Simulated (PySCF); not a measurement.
PBE on He (helium, neutral), 1s1 2p1, high-spin 3P determinant (an excited configuration). Calculation: PySCF 2.14, in dyall-acv3z; scalar relativity by spin-free X2C-1e.

```
cycle= 1 E= -2.02442421611613  delta_E= -0.000628  |g|= 0.00343  |ddm|= 0.0336
cycle= 2 E= -2.02442670160492  delta_E= -2.49e-06  |g|= 0.000279  |ddm|= 0.0012
cycle= 3 E= -2.02442674188986  delta_E= -4.03e-08  |g|= 2.44e-05  |ddm|= 0.000262
cycle= 4 E= -2.02442674211059  delta_E= -2.21e-10  |g|= 3.55e-07  |ddm|= 1.2e-05
converged SCF energy = -2.02442674211059  <S^2> = 2  2S+1 = 3
```

Highest occupied orbital energy: 3.244 eV; ⟨L²⟩ = 2.00; populations by l: s 1.00, p 1.00, d 0.00.

Can this result be used?

Not for this state. The run converged. The outer electron is Rydberg-like, and this basis confines it to a smaller radius and binds it less than a complete one would. At PBE the highest occupied level has a positive energy, so only the finite basis holds that electron; for this excited configuration the basis is too tight for the outer shell.
